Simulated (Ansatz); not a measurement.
Calculated with Ansatz (gas phase, PBE0-D4/def2-TZVP geometries, no zero-point term in ΔE). CCSD(T)/CBS is the MP2 limit (def2-TZVPP, def2-QZVPP) plus CCSD(T) − MP2 in def2-TZVPP, frozen cores. This one scheme is used for every species. DFT in def2-TZVPP. B3LYP here is the variant with VWN-RPA as its local correlation; programs differ in this. HSE06 is defined as in plane-wave codes. Each species was taken in one conformer, which may not be the lowest.

`C[SiH2]O[SiH2]Cl` + `O[SiH](F)F` → `F[SiH](F)O[SiH2]Cl` + `C[SiH2]O`  (ligand exchange at the Si–O bond)

```csv
level,ΔE (kJ/mol),difference from CCSD(T)/CBS
LDA (SPW92),10.7,2.1
PBE-D4,9.4,0.8
revPBE-D4,9.3,0.7
BLYP-D4,9.1,0.5
r2SCAN-D4,8.8,0.2
B97M-V,8.6,0.0
PBE0-D4,9.3,0.7
B3LYP-D4,9.1,0.5
r2SCANh-D4,8.8,0.2
r2SCAN0-D4,8.9,0.3
HSE06-D4,9.3,0.7
BHLYP-D4,8.9,0.3
CAM-B3LYP-D4,9.2,0.6
ωB97X-V,9.4,0.8
ωB97M-V,9.5,0.9
PBE-QIDH,8.9,0.3
PBE,8.0,-0.6
revPBE,6.6,-2.0
BLYP,6.5,-2.1
r2SCAN,8.2,-0.4
PBE0,8.0,-0.6
r2SCAN0,8.3,-0.3
HSE06,8.0,-0.6
BHLYP,7.2,-1.4
CAM-B3LYP,7.8,-0.8
LC-ωPBE,8.4,-0.2
RPA@PBE/def2-TZVPP,7.9,-0.7
HF/def2-SVP,9.4,0.8
MP2/def2-SVP,13.0,4.4
HF/def2-TZVPP,6.0,-2.6
MP2/def2-TZVPP,9.8,1.2
SCS-MP2/def2-TZVPP,8.8,0.2
CCSD/def2-TZVPP,8.2,-0.4
CCSD(T)/def2-TZVPP,8.8,0.2
HF/def2-QZVPP,5.4,-3.2
MP2/def2-QZVPP,9.4,0.8
SCS-MP2/def2-QZVPP,8.4,-0.2
HF/CBS(def2),5.3,-3.3
MP2/CBS(def2),9.6,1.0
CCSD/CBS(def2),8.0,-0.6
CCSD(T)/CBS,8.6,0
```

Largest T1 diagnostic among the species: 0.011.

At CCSD(T), def2-SVP lies +3.6 kJ/mol from the extrapolated value and def2-TZVPP +0.2 kJ/mol. Leaving LDA and LC-ωPBE aside and taking each functional with its dispersion term where it has one, the values, not all of them listed here, spread over 1.4 kJ/mol, from B2PLYP to ωB97M-V.

CCSD(T)/CBS has its own doubt, a few kJ/mol and more with outer-core shells, so smaller differences from it don't rank the levels.
